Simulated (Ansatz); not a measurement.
Ansatz (a quantum-chemistry and plane-wave program) input for ZrI2, SMILES [Zr]([I])[I] (connectivity only; charge and spin as stated), neutral, multiplicity 3, PBE-D3(BJ)/def2-SVP. 

Ansatz 0.2 input:
```yaml
crystal:
  periodic: [false, false, false]
  atoms:
    - {symbol: Zr, position_ang: [0.00000000, 0.00000000, 0.00000000]}
    - {symbol: I, position_ang: [0.00000000, 0.00000000, 2.76523169]}
    - {symbol: I, position_ang: [0.00000000, 0.00000000, -2.76523169]}
basis:
  gaussian:
    orbitals: def2-SVP
hamiltonian:
  xc: pbe
  dispersion: d3bj
magnetization: {spin_polarized: true, initial_magnetization: 2}
relax: {f_tol: 0.002, max_steps: 200}
```

It prints:

```
WARN ansatz: RAYON_NUM_THREADS=1 ignored (pool sized by the plan → 1); use --threads N
Functional definition: PBE
integrals: 0.03 GiB planned
910 factors; their error is unknown
mean field: 0.26 GiB planned
mean field evaluation 1: about -17482.3792 eV, gradient 9.6e0 eV
mean field evaluation 2: about -17480.7591 eV, gradient 1.7e1 eV
mean field evaluation 4: about -17483.1302 eV, gradient 5.1e-1 eV
mean field evaluation 8: about -17483.1230 eV, gradient 5.3e-2 eV
mean field evaluation 16: about -17483.1258 eV, gradient 1.8e0 eV
mean field evaluation 32: about -17482.3632 eV, gradient 2.0e-3 eV
mean field evaluation 64: about -17481.8845 eV, gradient 3.8e0 eV
mean field -17483.12305034 eV, -642.4929216134 hartree, gradient 8.7e-6 eV, S^2 2.012056; 9 other end points of the search recorded, 0 dependent functions left out
the calculation of the forces begins
reference -17483.12309356 eV, -642.4929232020 hartree; 32, 30 occupied and 51, 53 virtual orbitals, 910 factors
relax step   1: F+E_penalty+E_count = -17483.21573815 eV  Δ(F+E_penalty+E_count) = +0.000e0 eV  max|allowed force component| = 3.659e-1 eV/Å  Δτ_max = 0.0000 Å  (205 SCF iters, accepted)
these checks for a lower state are left out or cut short: starts, cluster_reference, orbital_swaps, neighbouring_geometries, increment
integrals: 0.03 GiB planned
910 factors; their error is unknown
mean field: 0.26 GiB planned
mean field -17483.13408505 eV, -642.4933271315 hartree, gradient 1.6e-5 eV, S^2 2.011236; 0 other end points of the search recorded, 0 dependent functions left out
the calculation of the forces begins
reference -17483.13412840 eV, -642.4933287249 hartree; 32, 30 occupied and 51, 53 virtual orbitals, 910 factors
relax step   2: F+E_penalty+E_count = -17483.22807115 eV  Δ(F+E_penalty+E_count) = -1.233e-2 eV  max|allowed force component| = 1.508e-1 eV/Å  Δτ_max = 0.0531 Å  (31 SCF iters, accepted)
these checks for a lower state are left out or cut short: starts, cluster_reference, orbital_swaps, neighbouring_geometries, increment
integrals: 0.03 GiB planned
910 factors; their error is unknown
mean field: 0.26 GiB planned
mean field evaluation 96: about -17483.1366 eV, gradient 2.3e-4 eV
mean field -17483.13662308 eV, -642.4934204026 hartree, gradient 2.4e-5 eV, S^2 2.011464; 0 other end points of the search recorded, 0 dependent functions left out
the calculation of the forces begins
reference -17483.13666640 eV, -642.4934219944 hartree; 32, 30 occupied and 51, 53 virtual orbitals, 910 factors
relax step   3: F+E_penalty+E_count = -17483.23022123 eV  Δ(F+E_penalty+E_count) = -2.150e-3 eV  max|allowed force component| = 1.060e-2 eV/Å  Δτ_max = 0.0155 Å  (30 SCF iters, accepted)
these checks for a lower state are left out or cut short: starts, cluster_reference, orbital_swaps, neighbouring_geometries, increment
integrals: 0.03 GiB planned
910 factors; their error is unknown
mean field: 0.26 GiB planned
mean field -17483.13660892 eV, -642.4934198823 hartree, gradient 9.8e-6 eV, S^2 2.011449; 0 other end points of the search recorded, 0 dependent functions left out
the calculation of the forces begins
reference -17483.13665224 eV, -642.4934214742 hartree; 32, 30 occupied and 51, 53 virtual orbitals, 910 factors
relax step   4: F+E_penalty+E_count = -17483.23023231 eV  Δ(F+E_penalty+E_count) = -1.108e-5 eV  max|allowed force component| = 2.792e-4 eV/Å  Δτ_max = 0.0010 Å  (25 SCF iters, accepted)
integrals: 0.03 GiB planned
910 factors; their error is unknown
mean field: 0.26 GiB planned
mean field evaluation 128: about -17481.8310 eV, gradient 3.5e0 eV
mean field evaluation 160: about -17482.2507 eV, gradient 6.8e-1 eV
mean field evaluation 192: about -17482.1056 eV, gradient 1.1e0 eV
mean field -17483.13660892 eV, -642.4934198823 hartree, gradient 9.9e-6 eV, S^2 2.011449; 10 other end points of the search recorded, 0 dependent functions left out
the calculation of the forces begins
reference -17483.13665224 eV, -642.4934214742 hartree; 32, 30 occupied and 51, 53 virtual orbitals, 910 factors
Total energy: -17483.23027562 eV, -642.4968620701 hartree
Atom 0 at    -0.000000     0.000000     0.000000 Å, force    -0.000000    -0.000000    -0.000000 eV/Å
Atom 1 at     0.000000    -0.000000     2.726575 Å, force     0.000000     0.000000    -0.000279 eV/Å
Atom 2 at     0.000000    -0.000000    -2.726575 Å, force     0.000000     0.000000     0.000279 eV/Å
Dipole moment:    -0.000000    -0.000000     0.000000 e Å
```

Self-consistency was reached.

Cost: roughly 19 core-seconds.
